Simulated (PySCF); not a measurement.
ZnFBr, SMILES [F][Zn][Br]. Atoms are numbered in the order given.

```xyz
3

Zn     0.0000     0.0000    -0.8395
F      0.0000     0.0000    -2.5918
Br     0.0000     0.0000     1.3861
```

The structure is a stationary point at B3LYP-D3(BJ)/def2-TZVP.

All values below come from HF/pcSseg-2 (PySCF).

GIAO shieldings, no solvent; atoms alike by connectivity are averaged. δ = σ(ref) − σ: ¹⁹F against CFCl3 (σ = 237.3 ppm), references at their B3LYP-D3(BJ)/def2-TZVP geometries, non-relativistic (without spin–orbit terms, shifts of atoms bonded to Cl or Br come out too high).

**Question.** Estimate the chemical shifts. (The exact figures need the calculation; the answer reports its results.)

**Answer.** 
```tsv
nucleus	atoms	count	δ (ppm)
¹⁹F	F2	1	-226.4
```
